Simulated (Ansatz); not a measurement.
trans-NiH2(PH3)2 (NiP₂H₈), relaxed as a triplet with UKS PBE-D4/def2-SVP in Ansatz, starting from the PBE-D4/def2-SVP geometry of the neutral singlet. Force threshold 0.02 eV/Å.

The name describes the singlet; other states may take another shape. At PBE-D4/def2-SVP a singlet of charge 0 lies 1.33 eV below the triplet, each at its own geometry.

Start:

```xyz
11

Ni   -0.150    0.070    0.040
H    -1.483    0.690    0.380
P     0.547    1.768   -0.962
H     0.972    1.619   -2.325
H     1.755    2.378   -0.484
H    -0.186    2.989   -1.154
H     1.199   -0.556   -0.304
P    -0.592   -1.747    0.973
H     0.293   -2.209    2.005
H    -0.540   -2.939    0.174
H    -1.816   -2.064    1.657
```

```json
{"step": "1", "energy (eV)": "-59721.4494", "largest force component (eV/Å)": "2.251", "SCF passes": "195"}
{"step": "2", "energy (eV)": "-59722.0360", "largest force component (eV/Å)": "0.925", "SCF passes": "153"}
{"step": "3", "energy (eV)": "-59722.2291", "largest force component (eV/Å)": "0.732", "SCF passes": "118"}
{"step": "4", "energy (eV)": "-59722.3931", "largest force component (eV/Å)": "0.714", "SCF passes": "45"}
{"step": "5", "energy (eV)": "-59722.5164", "largest force component (eV/Å)": "0.824", "SCF passes": "43"}
{"step": "6", "energy (eV)": "-59722.7344", "largest force component (eV/Å)": "0.764", "SCF passes": "42"}
{"step": "7", "energy (eV)": "-59722.9083", "largest force component (eV/Å)": "0.445", "SCF passes": "39"}
{"step": "8", "energy (eV)": "-59722.9944", "largest force component (eV/Å)": "0.199", "SCF passes": "34"}
{"step": "9", "energy (eV)": "-59723.0465", "largest force component (eV/Å)": "0.089", "SCF passes": "34"}
{"step": "10", "energy (eV)": "-59723.0673", "largest force component (eV/Å)": "0.143", "SCF passes": "33"}
{"step": "11", "energy (eV)": "-59723.0699", "largest force component (eV/Å)": "0.082", "SCF passes": "33"}
{"step": "12", "energy (eV)": "-59723.0758", "largest force component (eV/Å)": "0.033", "SCF passes": "33"}
{"step": "13", "energy (eV)": "-59723.0763", "largest force component (eV/Å)": "0.013", "SCF passes": "32"}
```

Force components are those of the run's own axes.

End:

```xyz
11

Ni   -0.027    0.008   -0.001
H    -0.475    0.833    1.239
P     0.445    1.770   -1.177
H     1.115    1.746   -2.455
H     1.402    2.614   -0.526
H    -0.475    2.828   -1.518
H     1.460   -0.445    0.046
P    -0.733   -1.871    0.824
H    -0.139   -2.161    2.095
H    -0.484   -3.168    0.245
H    -2.089   -2.154    1.230
```

By distances, no bond broke or formed. The bond that changes most is Ni1–P8, from 2.09 to 2.17 Å (atoms count from 1).

No frequencies were taken in this run, so the end may be a saddle point.

Hardware: 2 threads of Intel Xeon 6975P-C on a shared host. Wall time 47 s.
